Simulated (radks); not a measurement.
The numbers below are computed, except where a source is named.
Valence configurations of Ga2+ (all share [Ar]). Code: a radial shooting solver on a logarithmic mesh with Libxc functionals. Model: scalar-relativistic Kohn-Sham, PBE, spin-polarised, spherical densities, finite nucleus; open shells are filled with parallel spins first; Fermi nuclear charge, rms radius 3.9973 fm. Energies are relative to 3d10 4s1; eigenvalues in eV for spin up.

valence          E (eV)  moment (Bohr magnetons)    e(3d)    e(4p)    e(4s)
3d10 4s1          0.000                        1  -39.450        -  -26.694
3d10 4p1          8.432                        1  -41.034  -19.124        -
3d9.5 4s1 4p0.5  11.156                        2  -44.527  -19.815  -28.633
3d9 4s2          16.133                        1  -48.171        -  -28.619
3d9 4s1 4p1      23.804                        3  -49.758  -21.245  -30.481
3d8.5 4s2 4p0.5  30.591                        2  -53.688  -21.138  -30.591
3d8.5 4s1 4p1.5  38.030                        4  -55.138  -22.605  -32.253
3d8 4s2 4p1      46.686                        3  -59.330  -22.600  -32.462
3d8 4s1 4p2      53.913                        5  -60.661  -23.912  -33.963
3d7.5 4s2 4p1.5  64.496                        4  -65.098  -23.987  -34.249

NIST lists [Ar] 3d10 4s1 as the ground configuration; this level of theory agrees among the configurations tried. The energies are those of spherical high-spin densities, not of single terms.
